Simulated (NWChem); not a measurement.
System: SnIF, singlet; SMILES [F][Sn][I]

Results from NWChem. Low-valent species are run as closed-shell singlets; no triplet was tried in these runs. All runs use the structure optimised with PBE0/def2-SVP. def2 effective core potentials on Sn, I; no spin-orbit coupling.

### Question
Predict the results for PBE0/def2-SVP (core potentials). Quantities: highest occupied level (eV); orbital gap (eV); dipole (D).

### Answer
The highest occupied level (eV) is -7.48 and the orbital gap (eV) is 4.43. The dipole (D) is 3.29.
